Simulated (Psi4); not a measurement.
copper atom (Cu), doublet; M06-2X/6-31G** run with Psi4.

Psi4 was given this input:
```
memory 2 GB

molecule mol {
0 2
  Cu    0.000000    0.000000    0.000000
}

set basis 6-31g**
set reference uks
set dft_spherical_points 110

energy('m06-2x')
print_variables()
```

What the program printed (banner, timings and long lists left out):

```
   => Loading Basis Set <=

    Name: 6-31G**
    Role: ORBITAL
    Keyword: BASIS

         ---------------------------------------------------------
                                   SCF
               by Justin Turney, Rob Parrish, Andy Simmonett
                          and Daniel G. A. Smith
                              UKS Reference
         ---------------------------------------------------------

  ==> Geometry <==

    Molecular point group: d2h
    Geometry (in Angstrom), charge = 0, multiplicity = 2:

       Center              X                  Y                   Z               Mass
    ------------   -----------------  -----------------  -----------------  -----------------
         CU           0.000000000000     0.000000000000     0.000000000000    62.929597720000

  Running in d2h symmetry.

  Rotational constants: A = ************  B = ************  C = ************ [cm^-1]
  Rotational constants: A = ************  B = ************  C = ************ [MHz]
  Nuclear repulsion =    0.000000000000000

  Charge       = 0
  Multiplicity = 2
  Electrons    = 29
  Nalpha       = 15
  Nbeta        = 14

  ==> Algorithm <==

  SCF Algorithm Type is DF.
  DIIS enabled.
  MOM disabled.
  Fractional occupation disabled.
  Guess Type is CORE.
  Energy threshold   = 1.00e-06
  Density threshold  = 1.00e-06
  Integral threshold = 1.00e-12

  ==> Primary Basis <==

  Basis Set: 6-31G**
    Blend: 6-31G**
    Number of shells: 12
    Number of basis functions: 39
    Number of Cartesian functions: 39
    Spherical Harmonics?: false
    Max angular momentum: 3

  ==> DFT Potential <==

   => LibXC <=

    Version 7.1.2
    S. Lehtola, C. Steigemann, M. J. T. Oliveira, and M. A. L. Marques,  SoftwareX 7, 1–5 (2018) (10.1016/j.softx.2017.11.002)

   => Composite Functional: M06-2X <=

    Hybrid M06-2X Meta-GGA XC Functional  (10.1007/s00214-007-0310-x)
    Y. Zhao and D. G. Truhlar,  Theor. Chem. Acc., 120, 215, 2008

    Deriv               =              1
    GGA                 =           TRUE
    Meta                =           TRUE

    Exchange Hybrid     =           TRUE
    MP2 Hybrid          =          FALSE

   => Exchange Functionals <=

    1.0000   XC_HYB_MGGA_X_M06_2X

   => Exact (HF) Exchange <=

    0.5400               HF

   => Correlation Functionals <=

    1.0000   XC_MGGA_C_M06_2X

   => LibXC Density Thresholds  <==

    XC_MGGA_C_M06_2X:  1.00E-12
    XC_HYB_MGGA_X_M06_2X:  1.00E-15

   => Molecular Quadrature <=

    Radial Scheme          =       TREUTLER
    Pruning Scheme         =           NONE
    Nuclear Scheme         =       TREUTLER

    Blocking Scheme        =         OCTREE
    BS radius alpha        =              1
    Pruning alpha          =              1
    Radial Points          =             75
    Spherical Points       =            110
    Total Points           =           7700
    Total Blocks           =             95
    Max Points             =            256
    Max Functions          =             39
    Weights Tolerance      =       1.00E-15

   => Loading Basis Set <=

    Name: (6-31G** AUX)
    Role: JKFIT
    Keyword: DF_BASIS_SCF

  ==> Integral Setup <==

  SCF_SUBTYPE=INCORE selected. In-core MEM_DF algorithm will be used.
  Using in-core AOs.

  ==> MemDFJK: Density-Fitted J/K Matrices <==

    J tasked:                   Yes
    K tasked:                   Yes
    wK tasked:                   No
    Algorithm:                 Core
    Schwarz Cutoff:           1E-12
    Mask sparsity (%):       0.0000
    Fitting Condition:        1E-10

   => Auxiliary Basis Set <=

  Basis Set: (6-31G** AUX)
    Blend: DEF2-UNIVERSAL-JKFIT
    Number of shells: 58
    Number of basis functions: 377
    Number of Cartesian functions: 377
    Spherical Harmonics?: false
    Max angular momentum: 6

  Minimum eigenvalue in the overlap matrix is 1.1958507633E-03.
  Reciprocal condition number of the overlap matrix is 3.1416967665E-04.
    Using symmetric orthogonalization.

  ==> Pre-Iterations <==

  SCF Guess: Core (One-Electron) Hamiltonian.

   -------------------------------------------------------
    Irrep   Nso     Nmo     Nalpha   Nbeta   Ndocc  Nsocc
   -------------------------------------------------------
     Ag        11      11       6       5       5       1
     B1g        2       2       1       1       1       0
     B2g        2       2       1       1       1       0
     B3g        2       2       1       1       1       0
     Au         1       1       0       0       0       0
     B1u        7       7       2       2       2       0
     B2u        7       7       2       2       2       0
     B3u        7       7       2       2       2       0
   -------------------------------------------------------
    Total      39      39      15      14      14       1
   -------------------------------------------------------

  ==> Iterations <==

                           Total Energy        Delta E     RMS |[F,P]|

    Occupation by irrep:
             Ag   B1g   B2g   B3g    Au   B1u   B2u   B3u
    DOCC [     5,    0,    0,    0,    0,    3,    3,    3 ]
    SOCC [     0,    0,    0,    0,    0,    1,    0,    0 ]
    NA   [     5,    0,    0,    0,    0,    4,    3,    3 ]
    NB   [     5,    0,    0,    0,    0,    3,    3,    3 ]

   @DF-UKS iter   1: -1621.58909863433837   -1.62159e+03   4.51765e-01 ADIIS
    Occupation by irrep:
             Ag   B1g   B2g   B3g    Au   B1u   B2u   B3u
    DOCC [     5,    1,    1,    1,    0,    2,    2,    2 ]
    SOCC [     1,    0,    0,    0,    0,    0,    0,    0 ]
    NA   [     6,    1,    1,    1,    0,    2,    2,    2 ]
    NB   [     5,    1,    1,    1,    0,    2,    2,    2 ]

   @DF-UKS iter   2: -1586.37933143226633    3.52098e+01   7.95466e-01 ADIIS
   @DF-UKS iter   3: -1639.78070317233119   -5.34014e+01   5.46764e-02 ADIIS/DIIS
   @DF-UKS iter   4: -1640.01117315995702   -2.30470e-01   2.36325e-02 ADIIS/DIIS
[...]
             Ag   B1g   B2g   B3g    Au   B1u   B2u   B3u
    DOCC [     6,    0,    1,    1,    0,    2,    2,    2 ]
    SOCC [     0,    1,    0,    0,    0,    0,    0,    0 ]
    NA   [     6,    1,    1,    1,    0,    2,    2,    2 ]
    NB   [     6,    0,    1,    1,    0,    2,    2,    2 ]

   @DF-UKS iter  14: -1640.04007815508885   -1.70463e-05   3.69362e-04 ADIIS/DIIS
    Occupation by irrep:
             Ag   B1g   B2g   B3g    Au   B1u   B2u   B3u
    DOCC [     5,    1,    1,    1,    0,    2,    2,    2 ]
    SOCC [     1,    0,    0,    0,    0,    0,    0,    0 ]
    NA   [     6,    1,    1,    1,    0,    2,    2,    2 ]
    NB   [     5,    1,    1,    1,    0,    2,    2,    2 ]

   @DF-UKS iter  15: -1639.77701436160942    2.63064e-01   5.38116e-02 ADIIS/DIIS
    Occupation by irrep:
             Ag   B1g   B2g   B3g    Au   B1u   B2u   B3u
    DOCC [     6,    0,    1,    1,    0,    2,    2,    2 ]
    SOCC [     0,    1,    0,    0,    0,    0,    0,    0 ]
    NA   [     6,    1,    1,    1,    0,    2,    2,    2 ]
    NB   [     6,    0,    1,    1,    0,    2,    2,    2 ]

   @DF-UKS iter  16: -1640.04027599627261   -2.63262e-01   5.13405e-04 ADIIS/DIIS
    Occupation by irrep:
             Ag   B1g   B2g   B3g    Au   B1u   B2u   B3u
    DOCC [     5,    1,    1,    1,    0,    2,    2,    2 ]
    SOCC [     1,    0,    0,    0,    0,    0,    0,    0 ]
    NA   [     6,    1,    1,    1,    0,    2,    2,    2 ]
    NB   [     5,    1,    1,    1,    0,    2,    2,    2 ]

   @DF-UKS iter  17: -1639.76994309223642    2.70333e-01   5.37168e-02 ADIIS/DIIS
   @DF-UKS iter  18: -1640.04027881052525   -2.70336e-01   2.32912e-04 ADIIS/DIIS
   @DF-UKS iter  19: -1639.77121588625914    2.69063e-01   5.36250e-02 ADIIS/DIIS
   @DF-UKS iter  20: -1640.04031016777981   -2.69094e-01   1.21689e-04 ADIIS/DIIS
   @DF-UKS iter  21: -1640.04031770758684   -7.53981e-06   3.01631e-05 DIIS
   @DF-UKS iter  22: -1640.04031778802232   -8.04355e-08   1.50383e-04 ADIIS/DIIS
   @DF-UKS iter  23: -1640.04031722868922    5.59333e-07   3.83992e-05 DIIS
   @DF-UKS iter  24: -1640.04031801187557   -7.83186e-07   1.68165e-05 DIIS
   @DF-UKS iter  25: -1640.04031807665865   -6.47831e-08   1.81579e-05 DIIS
   @DF-UKS iter  26: -1640.04031849514377   -4.18485e-07   1.47063e-05 DIIS
   @DF-UKS iter  27: -1640.04031845373333    4.14104e-08   1.09615e-05 DIIS
   @DF-UKS iter  28: -1640.04031848558020   -3.18469e-08   1.24352e-05 DIIS
   @DF-UKS iter  29: -1640.04031849340367   -7.82347e-09   1.33927e-05 DIIS
   @DF-UKS iter  30: -1640.04031849933222   -5.92854e-09   1.35057e-05 DIIS
   @DF-UKS iter  31: -1640.04031850311640   -3.78418e-09   1.34909e-05 DIIS
   @DF-UKS iter  32: -1640.04031849662579    6.49061e-09   1.22087e-05 DIIS
   @DF-UKS iter  33: -1640.04031850005072   -3.42493e-09   1.51309e-05 DIIS
   @DF-UKS iter  34: -1640.04031852836374   -2.83130e-08   2.44402e-06 DIIS
   @DF-UKS iter  35: -1640.04031853131460   -2.95086e-09   1.37837e-06 DIIS
   @DF-UKS iter  36: -1640.04031853147490   -1.60298e-10   2.39958e-07 DIIS
  Energy and wave function converged.

  ==> Post-Iterations <==

   Electrons on quadrature grid:
      Nalpha   =   14.9999994800 ; deviation = -5.200e-07
      Nbeta    =   13.9999994802 ; deviation = -5.198e-07
      Ntotal   =   28.9999989602 ; deviation = -1.040e-06

   @Spin Contamination Metric:   6.005693074E-06
   @S^2 Expected:                7.500000000E-01
   @S^2 Observed:                7.500060057E-01
   @S   Expected:                5.000000000E-01
   @S   Observed:                5.000000000E-01

    Orbital Energies [Eh]
    ---------------------

    Alpha Occupied:

[...]
    Alpha Virtual:

[...]
    Beta Occupied:

[...]
    Beta Virtual:

[...]
      11Ag    39.685434

    Final Occupation by Irrep:
             Ag   B1g   B2g   B3g    Au   B1u   B2u   B3u
    DOCC [     5,    1,    1,    1,    0,    2,    2,    2 ]
    SOCC [     1,    0,    0,    0,    0,    0,    0,    0 ]
    NA   [     6,    1,    1,    1,    0,    2,    2,    2 ]
    NB   [     5,    1,    1,    1,    0,    2,    2,    2 ]

  @DF-UKS Final Energy: -1640.04031853147490

   => Energetics <=

    Nuclear Repulsion Energy =              0.0000000000000000
    One-Electron Energy =               -2293.0103555124192098
    Two-Electron Energy =                 684.8144357750347808
    DFT Exchange-Correlation Energy =     -31.8443987940905160
    Empirical Dispersion Energy =           0.0000000000000000
    VV10 Nonlocal Energy =                  0.0000000000000000
    Total Energy =                      -1640.0403185314748953

  UHF NO Occupations:
  HONO-2 :    2B3u 1.9999996
  HONO-1 :    2B1u 1.9999996
  HONO-0 :    6 Ag 1.0000000
  LUNO+0 :    3B1u 0.0000004
  LUNO+1 :    3B2u 0.0000004
  LUNO+2 :    3B3u 0.0000004
  LUNO+3 :    7 Ag 0.0000004

Computation Completed

Properties will be evaluated at   0.000000,   0.000000,   0.000000 [a0]

Properties computed using the SCF density matrix

 Multipole Moments:

 ------------------------------------------------------------------------------------
     Multipole            Electronic (a.u.)      Nuclear  (a.u.)        Total (a.u.)
 ------------------------------------------------------------------------------------

 L = 1.  Multiply by 2.5417464519 to convert [e a0] to [Debye]
 Dipole X            :          0.0000000            0.0000000            0.0000000
 Dipole Y            :          0.0000000            0.0000000            0.0000000
 Dipole Z            :          0.0000000            0.0000000            0.0000000
 Magnitude           :                                                    0.0000000

 ------------------------------------------------------------------------------------

  Variable Map:
  ----------------------------------------------------------------------------
[...]
  Array Variable Map:
  ----------------------------------------------------------------------------
[...]
[...]
```
